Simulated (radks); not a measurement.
Results of a calculation; reference values are marked as such.
Coulomb parameter of the 4f shell of neutral praseodymium in the model configuration [Xe] 4f1.5 6s2 6p1.5, as a second difference U = [E(n + 0.25) + E(n - 0.25) - 2 E(n)] / (0.25)^2 with all orbitals relaxed. "Bare": the charge of the atom changes with n. "Screened": the 6p shell takes up the change at fixed total charge, which measures U(4f,4f) + U(6p,6p) - 2 U(4f,6p). Code: a radial shooting solver on a logarithmic mesh with Libxc functionals. Model: Dirac Kohn-Sham, BLYP, spin-unpolarised, spherical densities, finite nucleus; open shells are shared between the two j in proportion to 2j + 1; Fermi nuclear charge, rms radius 4.8919 fm.

case                     configuration  E - E(n) (eV)
start             [Xe] 4f1.5 6s2 6p1.5          0.000
bare +0.25       [Xe] 4f1.75 6s2 6p1.5         -2.999
bare -0.25       [Xe] 4f1.25 6s2 6p1.5          3.909
screened +0.25  [Xe] 4f1.75 6s2 6p1.25         -2.570
screened -0.25  [Xe] 4f1.25 6s2 6p1.75          3.131

U(bare) = 14.562 eV, U(screened by 6p) = 8.981 eV, against the Slater integral F0(4f,4f) = 25.539 eV with frozen orbitals. The step up makes a negative ion, whose loosely bound charge lowers the bare value.
